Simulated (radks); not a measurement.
Initial-state core-level shifts of the technetium ion Tc+ when its valence configuration changes from [Kr] 4d5 5s1. All-electron calculation, scalar-relativistic Kohn-Sham, PBE, spin-polarised, spherical densities, finite nucleus; open shells are filled with parallel spins first (spin-orbit coupling, left out, can overturn this in heavy ions); Fermi nuclear charge, rms radius 4.4112 fm. Program: a radial shooting solver on a logarithmic mesh with Libxc functionals. Shifts are changes of the shell-averaged eigenvalues in eV (positive: less bound); the change of the density at the nucleus, which sets a Mossbauer isomer shift, is in e/bohr^3, on a base of 1.023e+05.

| valence | 2p | 3s | 3p | 4p | density at nucleus |
|---|---|---|---|---|---|
| 4d4 5s2 | -4.692 | -4.588 | -4.588 | -3.995 | +20.83 |
| 4d6 | +3.588 | +3.543 | +3.543 | +3.021 | -20.00 |
| 4d4.5 5s1.5 | -2.300 | -2.254 | -2.255 | -1.987 | +9.77 |
| 4d5.5 5s0.5 | +1.856 | +1.829 | +1.829 | +1.541 | -10.62 |
| 4d5 5p1 | -1.238 | -1.259 | -1.258 | -1.271 | -17.78 |
| 4d4 5s1 5p1 | -5.761 | -5.668 | -5.668 | -5.001 | +5.03 |
| 4d4 5p2 | -6.947 | -6.872 | -6.871 | -6.191 | -14.86 |
| 4d5.5 5p0.5 | +1.234 | +1.196 | +1.197 | +0.895 | -19.02 |
| 4d5 5s0.5 5p0.5 | -0.626 | -0.636 | -0.635 | -0.642 | -8.77 |
